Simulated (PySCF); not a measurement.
## ECD: `C(C(=C=CC#C)F)#C`, C7H3F

Geometry:
| atom | x (Å) | y (Å) | z (Å) |
| --- | --- | --- | --- |
| C1 | -3.131 | 0.936 | -0.065 |
| C2 | -2.251 | 0.127 | 0.051 |
| C3 | -1.232 | -0.842 | 0.188 |
| C4 | 0.010 | -0.623 | -0.140 |
| C5 | 1.257 | -0.394 | -0.456 |
| F6 | 1.724 | -0.662 | -1.708 |
| C7 | 2.216 | 0.123 | 0.446 |
| C8 | 3.063 | 0.556 | 1.179 |
| H9 | -3.897 | 1.645 | -0.164 |
| H10 | -1.540 | -1.800 | 0.595 |
| H11 | 3.788 | 0.937 | 1.833 |

Computed with PySCF 2.14.0, TDDFT PBE0/aug-cc-pVDZ circular dichroism and optical rotation, one conformer, gas phase. Geometry: GFN2-xTB.

No stereocentre is labelled: unless the shape is locked (an allene, a helicene, a hindered biaryl), the mirror image is equally populated and a measured rotation or CD is zero.

**Question.** Which excitations and rotatory strengths does the calculation give?

**Answer.** Rotatory strengths R in 10⁻⁴⁰ esu² cm², velocity form and length form (origin at the centre of mass); f in length form.
```tsv
state	E (eV)	λ (nm)	f	R (velocity)	R (length)	main
1	4.00	310	0.0001	-1.9	-1.8	HOMO→LUMO 0.98
2	5.05	245	0.002	+16.3	+16.6	HOMO−2→LUMO 0.77, HOMO−1→LUMO+1 0.18
3	5.11	243	0.003	-1.7	-1.4	HOMO−1→LUMO+1 0.77, HOMO−2→LUMO 0.17
4	5.18	240	0.151	-8.0	-8.1	HOMO−1→LUMO 0.73, HOMO→LUMO+1 0.13
5	5.56	223	0.501	+62.8	+63.2	HOMO→LUMO+1 0.48, HOMO−3→LUMO 0.28
6	6.01	206	0.001	+5.0	+5.0	HOMO−3→LUMO+1 0.76
7	6.18	201	0.002	+9.0	+9.0	HOMO→LUMO+5 0.46, HOMO−4→LUMO 0.32
8	6.29	197	0.468	-8.5	-7.9	HOMO−3→LUMO 0.44, HOMO→LUMO+1 0.24
```

Among the states computed, the strongest CD band (largest |R|) is state 5. The largest dissymmetry factor in size, g = 4R/(D+G), with D and G the electric and magnetic dipole strengths, is -0.1 for state 1 (velocity form, f = 0.0001), among bands with |R| over 0.5. The mirror image has the same energies and oscillator strengths and all R with the opposite sign.
